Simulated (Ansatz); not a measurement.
`CS[Si](F)(Cl)Cl` → `[CH3]`• + `F[Si]([S])(Cl)Cl`•  (homolysis of the C–S bond)

Gas-phase electronic energies from Ansatz, PBE0-D4/def2-TZVP geometries. CBS: MP2 limit from def2 TZ/QZ plus the TZ coupled-cluster correction, frozen cores. This one scheme is used for every species. DFT in def2-TZVPP. No spin–orbit coupling; open shells (•) take unrestricted orbitals. Each species was taken in one conformer, which may not be the lowest.

`CS[Si](F)(Cl)Cl`:

```xyz
9

C    -0.001    1.500    0.466
S     0.664    0.618   -0.981
Si    0.106   -1.329   -0.473
F     0.792   -1.801    0.875
Cl    0.701   -2.560   -1.962
Cl   -1.892   -1.520   -0.147
H    -1.081    1.377    0.531
H     0.478    1.163    1.384
H     0.232    2.552    0.307
```

`[CH3]`•:

Cartesian coordinates in Å:
```
C 0.000 0.000 0.000
H 0.547 -0.905 -0.220
H -0.062 0.360 1.016
H -0.485 0.545 -0.796
```

`F[Si]([S])(Cl)Cl`•:

Cartesian coordinates in Å:
```
F 0.540 1.557 -0.232
Si 0.027 0.079 -0.012
S -1.986 -0.184 -0.524
Cl 0.259 -0.336 1.955
Cl 1.160 -1.116 -1.187
```

```
             level  ΔE (kJ/mol)
         r2SCAN-D4        313.0
    MP2/def2-TZVPP        347.5
SCS-MP2/def2-TZVPP        336.2
    CCSD/CBS(def2)        324.7
```

Problem. What does CCSD(T)/CBS give? (Estimate.)

Solution. The calculation gave: +338.5 kJ/mol. The listed levels differ from it by -25.5, 9.0, -2.3, -13.8 kJ/mol.

Largest T1 diagnostic among the species: 0.012.

Leaving LDA and LC-ωPBE aside and taking each functional with its dispersion term where it has one, the values, not all of them listed here, spread over 34.3 kJ/mol, from BHLYP-D4 to ωB97M-V. LDA lies +74.2 kJ/mol from PBE without D4, its usual overbinding. At CCSD(T), def2-SVP lies −27.5 kJ/mol from the extrapolated value and def2-TZVPP −13.8 kJ/mol: correlation converges slowly with the basis, and small sets miss more of it in the bonded molecule than in its fragments.
